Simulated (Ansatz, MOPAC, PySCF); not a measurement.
Stepwise substitution at one centre (B F-Cl). Isolated molecules, 0 K electronic values unless said otherwise. Strings in code marks are SMILES.

Quantity: vertical ionisation energy (energy after one electron is removed minus that of the parent at the parent's geometry), in eV.

Level 1: frozen-core CCSD(T)/cc-pVTZ // PBE0-D3(BJ)/def2-TZVP (Ansatz, a program for electronic structure)
Level 2: PBE-D3(BJ)/def2-TZVP // PBE0-D3(BJ)/def2-TZVP (PySCF)
Level 3: minus the HOMO energy of AM1 // PBE0-D3(BJ)/def2-TZVP (MOPAC)
Level 4: minus the HOMO energy of HF/6-31G* // PBE0-D3(BJ)/def2-TZVP (PySCF)

```tsv
species	level 1	level 2	level 3	level 4
`FB(F)Cl`	12.80	12.44	12.71	13.40
```
